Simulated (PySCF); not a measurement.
C2Fe, SMILES [C]1[C][Fe]1, multiplicity 5. Coordinates come from a B3LYP-D3(BJ)/def2-TZVP optimisation. The multiplicity is an assumed one; other spin states were not compared.

Question: Give the equilibrium geometry at B3LYP-D3(BJ)/def2-TZVP (PySCF confirms it by a frequency run) as a Z-matrix, and its point group. (Estimate from the structure and the level; the computed values follow.)

Answer: point group C2v.
```
C
C 1 1.2762
Fe 1 1.9207 2 70.60
```
Charge 0, spin multiplicity 5.
